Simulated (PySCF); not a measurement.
C3H8Ge, SMILES C/C=[CH]\[GeH3], singlet (GFN2-xTB optimised geometry):

```
12

C      1.470    -1.434     0.000
C     -0.018    -1.434     0.000
C     -0.777    -0.346     0.000
Ge    -0.143     1.493     0.000
H      1.846    -1.950    -0.884
H      1.853    -0.414     0.007
H      1.847    -1.963     0.875
H     -0.477    -2.418     0.000
H     -1.853    -0.470    -0.001
H     -1.316     2.418     0.014
H      0.675     1.822    -1.210
H      0.701     1.817     1.193
```

Computed with PySCF 2.14.0 with PBE0/def2-TZVP.

Question: What are the frontier orbital energies and the dipole moment?

Answer: HOMO-2 -9.38 eV, HOMO-1 -8.63 eV, HOMO -7.47 eV, LUMO -0.14 eV, LUMO+1 1.19 eV; dipole moment 1.06 D.

Meta-Löwdin charges at PBE0/def2-TZVP: C1 -0.35, C2 -0.07, C3 -0.34, Ge4 0.34, H5 0.13, H6 0.12, H7 0.13, H8 0.12, H9 0.13, H10 -0.06, H11 -0.07, H12 -0.07.
